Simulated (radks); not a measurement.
Values are calculated unless marked as measured or tabulated.
The mean radii <r> (bohr) of the occupied orbitals of an atom or ion are listed with their occupations. Level of theory: Dirac Kohn-Sham, PBE, spin-unpolarised, spherical densities, finite nucleus; Fermi nuclear charge, rms radius of each element as measured or else 0.836 A^(1/3) + 0.57 fm (a radial shooting solver on a logarithmic mesh with Libxc functionals).

| orbital | occ. | <r> |
|---|---|---|
| 1s1/2 | 2 | 0.01803 |
| 2s1/2 | 2 | 0.07451 |
| 2p1/2 | 2 | 0.06148 |
| 2p3/2 | 4 | 0.06923 |
| 3s1/2 | 2 | 0.1796 |

Name the element and its charge. Open shells, if any, fill j = l - 1/2 first.

Answer. Z = 75, rhenium, charge +63: Re63+ in [Ne] 3s2. The 1s radius gives Z: for a bare nucleus <r> = (2 gamma + 1)/(2Z) with gamma = sqrt(1 - (Z/c)^2), 0.01783 bohr for Z = 75, and screening makes it slightly larger (0.01803 here). The occupations add up to 12, and the charge is Z minus that.
